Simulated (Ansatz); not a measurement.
A nudged elastic band was laid between two geometries of BF2H4NO + H3N (13 atoms, charge 0, multiplicity 1).

Theory: RKS CAM-B3LYP-D4/6-31G in Ansatz 0.2.0.

```yaml
movable_images: 5
climbing_image: yes
spring: 5.0 eV/Å²
optimiser: quadratic models (default)
start_path: through a guess of the saddle point
force_threshold: 0.05 eV/Å
iteration_limit: 60
end_points: relaxed
```

Initial state:

```xyz
13
Properties=species:S:1:pos:R:3
B -0.914 0.239 -0.914
O -1.417 -0.137 0.391
F -0.600 -0.865 -1.757
F -1.751 1.165 -1.590
H 0.980 0.314 0.101
N 0.486 0.949 -0.613
H 0.087 -0.882 1.314
N 1.113 -0.895 1.283
H -2.359 -0.363 0.414
H 1.022 1.034 -1.475
H 0.332 1.872 -0.211
H 1.550 -0.675 2.169
H 1.473 -1.755 0.886
```

Final state:

```xyz
13
Properties=species:S:1:pos:R:3
B -0.985 0.471 -0.702
O -1.160 -0.895 -0.255
F -1.608 0.741 -1.950
F -1.349 1.452 0.265
H 1.015 0.228 0.025
N 0.595 0.628 -0.880
H 0.162 -1.098 1.137
N 1.024 -0.652 1.470
H -2.063 -1.238 -0.335
H 0.910 0.086 -1.683
H 0.836 1.609 -1.007
H 0.847 -0.030 2.251
H 1.775 -1.302 1.664
```

(1) Which bonds break or form, and what moves?

(2) What energy profile does the band end with?

(3) What is the geometry of the highest image?

Answers

(1) No bond is made or broken.

(2) The forces met the threshold. The highest image is number 3 of 0 to 6, 0.037 eV above the ends, which have the same energy within 2 meV. A vibrational analysis at the climbing image gives one clearly imaginary mode, 45i cm⁻¹: a first-order saddle point. Limits of this set-up: no polarisation functions.

```json
{"image": "0", "path coordinate (Å)": "0.00", "energy (eV)": "0.000"}
{"image": "1", "path coordinate (Å)": "0.65", "energy (eV)": "0.009"}
{"image": "2", "path coordinate (Å)": "1.30", "energy (eV)": "0.028"}
{"image": "3", "path coordinate (Å)": "1.95", "energy (eV)": "0.037"}
{"image": "4", "path coordinate (Å)": "2.64", "energy (eV)": "0.025"}
{"image": "5", "path coordinate (Å)": "3.32", "energy (eV)": "0.006"}
{"image": "6", "path coordinate (Å)": "4.01", "energy (eV)": "0.000"}
```

(3) 
```xyz
13
Properties=species:S:1:pos:R:3
B -0.999 0.365 -0.909
O -1.284 -0.593 0.140
F -1.123 -0.179 -2.218
F -1.754 1.566 -0.798
H 0.957 0.253 0.120
N 0.545 0.777 -0.727
H 0.122 -0.968 1.264
N 1.110 -0.757 1.458
H -2.193 -0.930 0.139
H 1.048 0.531 -1.579
H 0.596 1.785 -0.585
H 1.254 -0.295 2.348
H 1.721 -1.556 1.346
```

The run took 110 s on 2 threads of Intel(R) Xeon(R) Platinum 8488C (Sapphire Rapids), on a shared host, peak memory 0.21 GiB.
